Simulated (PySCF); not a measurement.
Bond length, frequency and bond energy of CsAl⁻ by level of theory

State: doublet, unpaired electrons π ↑. Set-up: basis Cs def2-SVPD with ECP46, Al def2-SVPD; scalar-relativistic core potentials; PySCF 2.14. De refers to Cs⁻ + Al in their high-spin ground configurations, without counterpoise correction. The functionals are run spin-unrestricted. A positive dipole points towards Al; it is taken about the centre of mass and depends on that origin. Levels whose curve was spin-contaminated or gave no clean fit are not listed.

| Level | Re (Å) | ωe (cm⁻¹) | De (eV) | μ (D) |
| --- | --- | --- | --- | --- |
| ROHF-MP2 | 4.026 | 84.5 | n/a | n/a |
| ROHF-SCS-MP2 | 4.076 | 78.9 | 0.408 | n/a |
| ROHF-CCSD | 4.030 | 89.6 | 0.54 | n/a |
| ROHF-CCSD(T) | 3.993 | 93.8 | 0.65 | n/a |

Task: What does the triples do here, going from ROHF-CCSD to ROHF-CCSD(T)?

Result: ROHF-CCSD(T) less ROHF-CCSD: -3.7 pm in Re, +4.7 % in ωe, +0.11 eV in De. Correlation nearly always deepens the well. The bond shortens, as in weak, metallic or heavy-atom bonds, where dispersion and the correlation of outer-core electrons pull the atoms together.

Correlated steps freeze 5 core orbitals. Correlated levels converge slowly with the basis: in double zeta they bind strong bonds too weakly, by up to about 1 eV, and carry superposition errors of some tenths. Spin–orbit coupling is left out, which matters for elements this heavy, above all for dissociation energies. For an ion De counts to the pair picked by the measured ionisation energies or electron affinities, which need not be the lowest pair at this level. The CCSD T1 diagnostic is raised, a sign that a single reference may not be enough here. The state is the lowest determinant that a PBE0 search found; another state may lie lower at other levels.

The whole job (state search and all levels along the bond) took about 3.7 min on 1 thread of Oxide Virtual Turin-like (shared host), peak memory 0.65 GiB.
